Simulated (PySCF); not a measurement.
Computed shifts of a molecule C₅H₆O, PySCF with PBE/pcSseg-1, GIAO, gas phase, equivalent atoms averaged, in ppm (number of nuclei): ¹³C: 163.7 (1), 157.4 (1), 112.9 (1), 98.7 (1), 82.7 (1). ¹H: 6.91 (1), 5.85 (1), 5.28 (1), 5.22 (2), 5.04 (1). References: ¹³C against TMS (σ = 182.0 ppm); ¹⁷O against H2O (σ = 334.3 ppm); ¹H against TMS (σ = 31.49 ppm), references at their B3LYP-D3(BJ)/def2-TZVP geometries, non-relativistic. The structure is a stationary point at B3LYP-D3(BJ)/def2-SVP. Other conformers were not sampled.

Q: Which molecule gave these data?
A. C=C1C=COC1
B. C#CCC(C)=O
C. C1=CCOC=C1
D. C=C=COC=C

A: A, C=C1C=COC1
